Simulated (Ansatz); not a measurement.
Cost and result for the atomization energy of CH₇O₂Si₂ (`O[SiH]C[SiH2]O`) radical (12 atoms, 11 bonds).

```xyz
12

O    -0.955    1.671   -0.550
Si   -1.635    0.390    0.283
C    -0.207   -0.509    1.064
Si    1.217   -0.765   -0.135
O     1.756    0.683   -0.691
H    -1.549    2.223   -1.061
H    -2.359   -0.497   -0.686
H    -0.572   -1.482    1.415
H     0.158    0.042    1.936
H     0.730   -1.645   -1.236
H     2.369   -1.423    0.530
H     1.047    1.313   -0.870
```

Total charge 0; spin multiplicity 2. All single points use the PBE0-D4/def2-TZVP geometry. It is one conformer, not always the lowest. Program: Ansatz. All runs use 2 threads of an AMD EPYC 7R13 on a shared host and a share of an NVIDIA H100 80 GB. Times are those of one run each, without the atoms' runs, and a repeat can differ threefold. Electronic energies, without spin–orbit coupling; frozen cores. CCSD(T)/CBS adds CCSD(T) − MP2 in def2-TZVPP to the MP2 limit, and its time is that of the two runs behind it. T1 = 0.013; ⟨S²⟩ of the reference is 0.75. B3LYP takes the VWN-RPA correlation (the form of Gaussian; ORCA's B3LYP/G).

CCSD(T)/CBS is a level of theory with its own doubt, some kJ/mol a heavy atom from the limit and from the frozen cores, so smaller differences don't rank the functionals.

```tsv
level	functions	wall time
PBE0-D4/def2-TZVPP	275	2.7 s
PBE-D4/def2-TZVPP (with forces)	275	3.2 s
r2SCAN-D4/def2-TZVPP (with forces)	275	3.3 s
B2PLYP/def2-TZVPP	275	3.7 s
B3LYP-D4/def2-TZVPP (with forces)	275	3.9 s
MP2/def2-QZVPP	521	4.1 s
ωB97X-V/def2-TZVPP	275	6.5 s
ωB97M-V/def2-TZVPP (with forces)	275	6.5 s
CCSD(T)/def2-TZVPP	275	10 s
CCSD(T)/CBS(def2)	–	14 s
```

**Question.** What atomization energy does each give, and how far from CCSD(T)/CBS? (An estimate is asked.)

**Answer.** Ansatz gave: 
```tsv
level	atomization (kJ/mol)	difference from CCSD(T)/CBS	per bond
PBE0-D4/def2-TZVPP	4253.7	-45.4	-4.1
PBE-D4/def2-TZVPP (with forces)	4318.9	19.8	1.8
r2SCAN-D4/def2-TZVPP (with forces)	4302.8	3.7	0.3
B2PLYP/def2-TZVPP	4231.3	-67.8	-6.2
B3LYP-D4/def2-TZVPP (with forces)	4276.3	-22.8	-2.1
MP2/def2-QZVPP	4318.6	19.5	1.8
ωB97X-V/def2-TZVPP	4299.8	0.7	0.1
ωB97M-V/def2-TZVPP (with forces)	4293.4	-5.7	-0.5
CCSD(T)/def2-TZVPP	4176.5	-122.6	-11.1
CCSD(T)/CBS(def2)	4299.1	0.0	0.0
```

From PBE to PBE0 (25 % exact exchange), in def2-TZVPP and without D4, the atomization energy moves by −60.8 kJ/mol: exact exchange takes away binding that semilocal exchange gives to molecules. The D4 term adds +47.1 kJ/mol with B3LYP and +24.7 kJ/mol with PBE0; it sums over pairs of atoms, weighted by their polarisabilities, and B3LYP, whose exchange is more repulsive, gets the larger term. In def2-TZVPP, CCSD(T) changes the Hartree–Fock value by +1042.2 kJ/mol (the triples alone add +56.6 kJ/mol) and MP2 by +1110.7 kJ/mol; breaking electron pairs costs correlation energy, which Hartree–Fock lacks.
